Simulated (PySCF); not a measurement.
CH₅ClFNSi, SMILES N[Si@@H](Cl)CF.

Geometry: B3LYP-D3(BJ)/def2-SVP. The structure was generated by enumeration; whether it is a known compound was not checked. One conformer was computed; it need not be the lowest.

Level of theory: B3LYP/def2-TZVP (PySCF).

Gas-phase values at a fixed geometry.

Computed frontier levels, gap, dipole moment and polarisability:
```yaml
highest_occupied_level: -7.80 eV
lowest_empty_level: 0.20 eV
orbital_gap: 8.00 eV
dipole_moment: 1.53 D
quadrupole, principal values (traceless, Buckingham form, about the centre of nuclear charge): -14.46, 4.58, 9.88 D·Å
mean_static_polarisability: 56.8 bohr³ (8.41 Å³)
polarisability_principal_values: 50.3, 56.0, 64.0 bohr³
```
